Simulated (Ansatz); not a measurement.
`CC[SiH2][TeH]` + `[SbH3]` → `CC[SiH2][SbH2]` + H₂Te  (formal exchange of groups at the Si–Te bond)

Computed with Ansatz on PBE0-D4/def2-TZVP structures; ΔE is electronic, products minus reactants. CCSD(T)/CBS is the MP2 limit (def2-TZVPP, def2-QZVPP) plus CCSD(T) − MP2 in def2-TZVPP, frozen cores. Elements past krypton have def2 core potentials. For Sb, Te outer-core shells are correlated without core-valence functions, which leaves a few kJ/mol of doubt a bond. One conformer a species, not always the lowest.

```tsv
level	ΔE (kcal/mol)
HF/def2-QZVPP	8.2
HF/CBS(def2)	8.2
```

**Question.** What does CCSD(T)/CBS give? (Estimate.)

**Answer.** The calculation gave: +7.0 kcal/mol. The listed levels differ from it by 1.2, 1.2 kcal/mol.

Largest T1 diagnostic among the species: 0.014.
